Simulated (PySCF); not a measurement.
## Electron correlation in Ge⁺ (germanium, charge +1)

Starting occupation: [Ar] 3d10 4s1 4p1 4d1, 4s1/2 with m_j = +1/2, 4p3/2 with m_j = +3/2, 4d5/2 with m_j = +5/2. Computed with PySCF 2.14 in x2c-SVPall-2c with one added diffuse shell each of s, p, d type (6s7p4d, 47 functions), with X2C-1e with screened-nucleus spin-orbit coupling, Gaussian nucleus. Frozen: [Ne]; 21 electrons correlated.

MP2 pair energies summed by pair of shells (mhartree):

| pair | energy | share (%) |
| --- | --- | --- |
| 3d3/2-3d5/2 | -65.41 | 25.2 |
| 3d5/2-3d5/2 | -41.27 | 15.9 |
| 3d5/2-3p3/2 | -33.06 | 12.8 |
| 3d3/2-3p3/2 | -23.97 | 9.2 |
| 3d5/2-3p1/2 | -18.25 | 7.0 |
| 3d3/2-3d3/2 | -17.19 | 6.6 |
| 3d3/2-3p1/2 | -10.69 | 4.1 |
| 3p1/2-3p3/2 | -10.27 | 4.0 |
| 3p3/2-3p3/2 | -8.97 | 3.5 |
| 3d5/2-3s1/2 | -5.06 | 2.0 |
| 3d3/2-3s1/2 | -3.55 | 1.4 |
| 3p3/2-3s1/2 | -2.78 | 1.1 |
| 3d5/2-4p3/2 | -2.74 | 1.1 |
| 3d5/2-4s1/2 | -2.22 | 0.9 |
| 3p1/2-3p1/2 | -2.00 | 0.8 |
| 4p3/2-4s1/2 | -1.98 | 0.8 |
| 3d3/2-4p3/2 | -1.73 | 0.7 |
| 3p1/2-3s1/2 | -1.42 | 0.5 |
| 3d3/2-4s1/2 | -1.24 | 0.5 |
| 4d5/2-4p3/2 | -0.89 | 0.3 |
| 3s1/2-3s1/2 | -0.77 | 0.3 |
| 3d5/2-4d5/2 | -0.65 | 0.3 |
| 3d3/2-4d5/2 | -0.52 | 0.2 |
| 3p3/2-4p3/2 | -0.51 | 0.2 |
| 4d5/2-4s1/2 | -0.50 | 0.2 |
| 3p3/2-4s1/2 | -0.49 | 0.2 |
| 3p1/2-4p3/2 | -0.31 | 0.1 |
| 3p1/2-4s1/2 | -0.24 | 0.1 |
| 3p3/2-4d5/2 | -0.16 | 0.1 |
| 3s1/2-4s1/2 | -0.14 | 0.1 |

Total MP2 correlation energy: -259.17 mhartree.

This basis was not built for core-valence correlation, so the inner-shell part is incomplete.
